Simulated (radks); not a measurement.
Q: Spherical quantum dot in the effective-mass picture: electrons in a well V = -V0 / (1 + exp((r - R)/a)) with V0 = 5.16, R = 9.55, a = 0.83, all in effective atomic units (hartree* = m*/eps^2 hartree, bohr* = eps/m* bohr), one dielectric constant everywhere. Calculated with a radial shooting solver with Libxc functionals: non-relativistic Kohn-Sham, PBEsol, spin-polarised, spherical densities. Levels are named by radial order and angular momentum (1s, 1p, 1d, 2s, ...), and open shells are averaged over m. At N = 1 the configuration is 1s(up 1, down 0). Does electron 2 go into 1p up or 1s down?

A: Into 1s down. The total energies of the other choices lie higher by 0.0462 hartree* (1p up).
